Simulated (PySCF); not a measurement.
A structure optimised at PBE-D3(BJ)/def2-SVP, used in a PySCF frequency run:

```
B
C 1 1.5715
H 2 1.1063 1 112.59
H 2 1.1115 3 108.29 1 -122.85
H 2 1.1115 3 108.29 4 -114.29
Cl 1 1.7800 2 121.05 3 0.00
S 1 1.7990 2 124.66 3 180.00
C 7 1.8311 1 103.40 2 0.00
H 8 1.1057 7 106.89 1 180.00
H 8 1.1065 9 108.99 7 -120.21
H 8 1.1065 9 108.99 10 -119.59
```

**Question.** Write its SMILES, formula and point group.

**Answer.** CSB(C)Cl, C2H6BClS, Cs

**Question.** What are its rotational constants (standard atomic weights)?

**Answer.** 5.3483, 1.8351, 1.3906 GHz
